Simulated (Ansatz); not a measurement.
## Molecular dynamics of LiBe₁₆

The input (input.yaml):

```yaml
crystal:
  lattice:
    - [-2.29, -3.966396, 0.0]
    - [3.435, -1.983198, 0.0]
    - [0.0, 0.0, 7.17686]
  atoms:
    - { symbol: Be, position: [0.74836589, 0.48142258, -0.04307633] }
    - { symbol: Be, position: [0.51387491, 0.51516265, 0.20460715] }
    - { symbol: Be, position: [0.72510295, 0.45942203, 0.48272401] }
    - { symbol: Be, position: [0.52082317, 0.30135683, 0.75573129] }
    - { symbol: Be, position: [0.51472423, -0.10031915, 0.0252378] }
    - { symbol: Be, position: [0.32068352, 1.15520288, 0.25651485] }
    - { symbol: Be, position: [0.48554513, -0.07698491, 0.52081868] }
    - { symbol: Be, position: [0.26593524, 0.76221648, 0.74792806] }
    - { symbol: Be, position: [0.25004103, 0.42288978, -0.00482235] }
    - { symbol: Be, position: [-0.08527846, 0.32222927, 0.20389926] }
    - { symbol: Be, position: [0.23954414, 0.42130683, 0.49355714] }
    - { symbol: Be, position: [-0.04457337, 0.29337086, 0.73029951] }
    - { symbol: Be, position: [0.01258762, 0.00640327, -0.01906181] }
    - { symbol: Be, position: [0.71020491, 0.92480256, 0.27802074] }
    - { symbol: Be, position: [-0.02371232, -0.06248634, 0.50760421] }
    - { symbol: Be, position: [0.75574247, 0.78895386, 0.75032985] }
    - { symbol: Li, position: [0.0907274, 0.73091726, 0.22935939] }
basis:
  ecutwfc: 500.0
kpoints:
  mp_grid: { grid: [2, 3, 2] }
hamiltonian:
  xc: r2scan
  dispersion: d3bj
scf:
  occupations: { method: fermi_dirac, width: 0.1 }
  lower_state_search: "off"
md:
  timestep: 1
  n_steps: 120
  ensemble: nvt_nose_hoover
  temperature: 1260.0
  initial_velocities: maxwell_boltzmann
  seed: 882813
  nose_hoover: { tau: 50.0, chain_length: 1 }
```

Launched with:

```bash
$ ansatz run input.yaml --threads 1 --pin off --max-ram 3072MiB --backend cpu --events-out ev --progress --plain --runs-dir out
```

It goes on from the last frame of an earlier run, with new velocities.

Output, in part (step lines):

```
md step     0: t =     0.00 fs  T =  1260.0 K  F+E_penalty+E_count = -1695.23023365 eV  E_kin = 2.605882 eV  conserved = -1692.62435207 eV  (8 SCF iters)
md step     1: t =     1.00 fs  T =  1276.0 K  F+E_penalty+E_count = -1695.26376011 eV  E_kin = 2.639045 eV  conserved = -1692.62471160 eV  (6 SCF iters)
md step     2: t =     2.00 fs  T =  1282.3 K  F+E_penalty+E_count = -1695.27713252 eV  E_kin = 2.652003 eV  conserved = -1692.62509759 eV  (6 SCF iters)
md step     3: t =     3.00 fs  T =  1276.0 K  F+E_penalty+E_count = -1695.26459045 eV  E_kin = 2.639053 eV  conserved = -1692.62544271 eV  (6 SCF iters)
md step     4: t =     4.00 fs  T =  1254.9 K  F+E_penalty+E_count = -1695.22114759 eV  E_kin = 2.595311 eV  conserved = -1692.62565554 eV  (6 SCF iters)
md step     5: t =     5.00 fs  T =  1217.5 K  F+E_penalty+E_count = -1695.14396669 eV  E_kin = 2.518066 eV  conserved = -1692.62564769 eV  (3 SCF iters)
md step     6: t =     6.00 fs  T =  1164.3 K  F+E_penalty+E_count = -1695.03367153 eV  E_kin = 2.408057 eV  conserved = -1692.62536023 eV  (3 SCF iters)
md step     7: t =     7.00 fs  T =  1097.7 K  F+E_penalty+E_count = -1694.89516148 eV  E_kin = 2.270260 eV  conserved = -1692.62478995 eV  (3 SCF iters)
[... lines left out ...]
md step   120: t =   120.00 fs  T =  1552.6 K  F+E_penalty+E_count = -1693.67915196 eV  E_kin = 3.210983 eV  conserved = -1692.61908398 eV  (7 SCF iters)
```

The steps, from the saved trajectory:

| time (fs) | T (K) | potential energy less start (eV) | conserved less start (meV/atom) |
| --- | --- | --- | --- |
| 0.0 | 1260 | 0.000 | 0.00 |
| 4.0 | 1255 | 0.009 | -0.08 |
| 8.0 | 1022 | 0.493 | 0.02 |
| 12.0 | 758 | 1.046 | 0.21 |
| 16.0 | 791 | 0.989 | 0.17 |
| 20.0 | 1053 | 0.467 | -0.01 |
| 24.0 | 1209 | 0.178 | -0.05 |
| 28.0 | 1141 | 0.357 | 0.06 |
| 32.0 | 1028 | 0.628 | 0.12 |
| 36.0 | 978 | 0.769 | 0.06 |
| 40.0 | 920 | 0.931 | 0.07 |
| 44.0 | 863 | 1.095 | 0.12 |
| 48.0 | 872 | 1.127 | 0.11 |
| 52.0 | 929 | 1.071 | 0.11 |
| 56.0 | 1017 | 0.960 | 0.14 |
| 60.0 | 1183 | 0.704 | 0.15 |
| 64.0 | 1410 | 0.339 | 0.08 |
| 68.0 | 1544 | 0.177 | 0.01 |
| 72.0 | 1414 | 0.556 | 0.03 |
| 76.0 | 1049 | 1.400 | 0.19 |
| 80.0 | 750 | 2.085 | 0.34 |
| 84.0 | 800 | 2.044 | 0.28 |
| 88.0 | 1100 | 1.508 | 0.13 |
| 92.0 | 1361 | 1.089 | 0.10 |
| 96.0 | 1460 | 1.020 | 0.16 |
| 100.0 | 1441 | 1.193 | 0.17 |
| 104.0 | 1339 | 1.526 | 0.27 |
| 108.0 | 1320 | 1.678 | 0.34 |
| 112.0 | 1483 | 1.456 | 0.18 |
| 116.0 | 1580 | 1.379 | 0.18 |
| 120.0 | 1553 | 1.551 | 0.31 |

All steps were run. The conserved energy stayed within 0.34 meV per atom of its start (net change 0.31 meV per atom), so the integration is sound. A run of 0.12 ps of so small a system gives no equilibrium averages. Limits of this set-up: coarse k mesh.

Mean squared displacements from the first frame to the last, about the centre of mass: Be 0.11 Å², Li 0.25 Å².

Last frame:

```xyz
17
Lattice="-2.2900 -3.9664 0.0000 3.4350 -1.9832 0.0000 0.0000 0.0000 7.1769" Properties=species:S:1:pos:R:3
Be -0.044 -4.135 -0.338
Be 0.450 -3.187 1.240
Be -0.024 -3.451 3.233
Be -0.299 -2.618 5.325
Be -1.362 -2.120 -0.191
Be 3.382 -3.663 2.163
Be -1.286 -1.714 3.673
Be 2.222 -2.128 5.543
Be 0.978 -1.751 0.039
Be 1.086 -0.333 1.620
Be 1.024 -1.925 3.658
Be 0.851 -0.530 5.447
Be -0.190 0.267 -0.034
Be 1.468 -4.524 2.075
Be 0.218 -0.002 3.462
Be 0.891 -4.521 5.100
Li 2.076 -2.100 1.984
```

The run took 16 min on 1 thread of Arm Neoverse V2 (shared host), peak memory 0.66 GiB.
